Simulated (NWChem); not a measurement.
Program: NWChem. System: C3H5O2, charge 1, spin multiplicity 1, at the geometry of a parent with another charge or spin, in a state set for the comparison that need not be this species' ground state. Level: MP2/def2-TZVP, 5 core orbitals frozen.

Job file:

```
start mol
memory heap 200 mb stack 900 mb global 1100 mb
charge 1
geometry units angstroms nocenter noautoz noautosym
  C      1.861909     0.369310    -0.033213
  O      0.578447     0.670606     0.277843
  C     -0.400302    -0.212004    -0.062513
  C     -1.742619     0.311022     0.344299
  O     -0.174112    -1.252050    -0.613854
  H      2.075563    -0.599572    -0.481803
  H      2.591795     1.085035     0.335885
  H     -1.948424     1.258131    -0.176449
  H     -2.512784    -0.427184     0.096055
  H     -1.754757     0.525180     1.422964
end
basis spherical
  * library def2-tzvp
end
scf
  rhf
  nopen 0
  maxiter 100
  thresh 1e-7
  semidirect memsize 60000000 filesize 0
end
mp2
  freeze core 5
end
task mp2 energy
```

Output (cleaned and shortened):

```
             Northwest Computational Chemistry Package (NWChem) 7.3.0
             --------------------------------------------------------

                                NWChem Input Module
                                -------------------

 Scaling coordinates for geometry "geometry" by  1.889725989
 (inverse scale =  0.529177249)

                             Geometry "geometry" -> ""
                             -------------------------

 Output coordinates in angstroms (scale by  1.889725989 to convert to a.u.)

  No.       Tag          Charge          X              Y              Z
 ---- ---------------- ---------- -------------- -------------- --------------
    1 C                    6.0000     1.86190900     0.36931000    -0.03321300
    2 O                    8.0000     0.57844700     0.67060600     0.27784300
    3 C                    6.0000    -0.40030200    -0.21200400    -0.06251300
    4 C                    6.0000    -1.74261900     0.31102200     0.34429900
    5 O                    8.0000    -0.17411200    -1.25205000    -0.61385400
    6 H                    1.0000     2.07556300    -0.59957200    -0.48180300
    7 H                    1.0000     2.59179500     1.08503500     0.33588500
    8 H                    1.0000    -1.94842400     1.25813100    -0.17644900
    9 H                    1.0000    -2.51278400    -0.42718400     0.09605500
   10 H                    1.0000    -1.75475700     0.52518000     1.42296400

 Effective nuclear repulsion energy (a.u.)     173.4254432455

            Nuclear Dipole moment (a.u.)
            ----------------------------
        X                 Y               Z
 ---------------- ---------------- ----------------
     0.0000018897     0.0000113384     0.0000037795


 Summary of "ao basis" -> "" (spherical)
 ------------------------------------------------------------------------------
       Tag                 Description            Shells   Functions and Types
 ---------------- ------------------------------  ------  ---------------------
 *                         def2-tzvp                  on all atoms
[...]
  Active beta occupied  =     14
  Active alpha virtual  =    166
  Active beta virtual   =    166
  Use MO symmetry       = F
  Use skeleton AO sym   = F

  AO/Fock/Back tols     =   1.0D-09  1.0D-09  1.0D-09

 GA uses MA = F    GA memory limited = T

 Available:
  local mem=  1.26D+08
 global mem=  1.44D+08
 local disk=  0.00D+00
  mp2_memr nvloc                   166
  nvloc new                   166
   1 passes of  14:        5242880                     185972                 131738668.
   1 passes of  14: M    126043256           G      144110750           F     120800376.
  mp2_memr nvloc                   166
  nvloc new                   166
   2 passes of   7:        5242880                     127895                  65898586.
   2 passes of   7: M    126043256           G      144110750           F     120800376.

 Semi-direct pass number   1 of   2  for RHF alpha+beta  at       86.0s
  vrange nnbf                 16665
  mp2_eaftype                   251  avail_ma_in_mb                  1098
 EAF : mp2_eaftype filesize         251   32949293.
  mp2_eaf for mointskh                    251
Node 0 wrote    154.9 Mb in      0.2 s     Agg I/O rate:   805.3 Mb/s
 Done moints_semi at      105.9s
  mp2_eaftype                   251  avail_ma_in_mb                   847
 EAF : mp2_eaftype filesize         251   32949293.
  mp2_eaf for kh                   251
 Done maket at      106.3s
 Semi-direct pass number   2 of   2  for RHF alpha+beta  at      106.3s
  vrange nnbf                 16665
  mp2_eaftype                   251  avail_ma_in_mb                   847
 EAF : mp2_eaftype filesize         251   32949293.
  mp2_eaf for mointskh                    251
Node 0 wrote    154.9 Mb in      0.1 s     Agg I/O rate:  2741.6 Mb/s
 Done moints_semi at      124.5s
  mp2_eaftype                   251  avail_ma_in_mb                   847
 EAF : mp2_eaftype filesize         251   32949293.
  mp2_eaf for kh                   251
 Done maket at      125.1s
 Done multipass loop at      125.1s

          -------------------------------------------
          SCF energy                -266.026639073304
          Correlation energy          -0.909961300456
          Singlet pairs               -0.573761124570
          Triplet pairs               -0.336200175886
          Total MP2 energy          -266.936600373760
          -------------------------------------------

          ---------------------------------------------------
                    Spin Component Scaled (SCS) MP2
          Same spin pairs                     -0.224133450591
          Same spin scaling factor             0.333333333333
          Opposite spin pairs                 -0.685827849865
          Opposite spin scaling fact.          1.200000000000
          SCS-MP2 correlation energy          -0.897704570035
          Total SCS-MP2 energy              -266.924343643339
          ---------------------------------------------------

 -----------------------
 Performance information
 -----------------------

 Timer overhead =  1.09D-07 seconds/call

               Nr. of calls         CPU time (s)                 Wall time (s)                GFlops
             ---------------    -------------------     ------------------------------   -------------------
Name         Min   Avg   Max    Min     Avg     Max     Min     Avg     Max   Mx/calls   Min     Max     Sum
mp2: moin     2     2     2    38.     38.     38.      38.     38.     38.     19.      0.0     0.0     0.0
mp2: make     2     2     2    1.0     1.0     1.0      1.0     1.0     1.0    0.52      0.0     0.0     0.0
mp2: tota     1     1     1    39.     39.     39.      39.     39.     39.     39.      0.0     0.0     0.0

 The average no. of pstat calls per process was 5.00D+00
 with a timing overhead of 5.46D-07s

 Task  times  cpu:      125.1s     wall:      125.1s

 Total times  cpu:      125.1s     wall:      125.1s
```
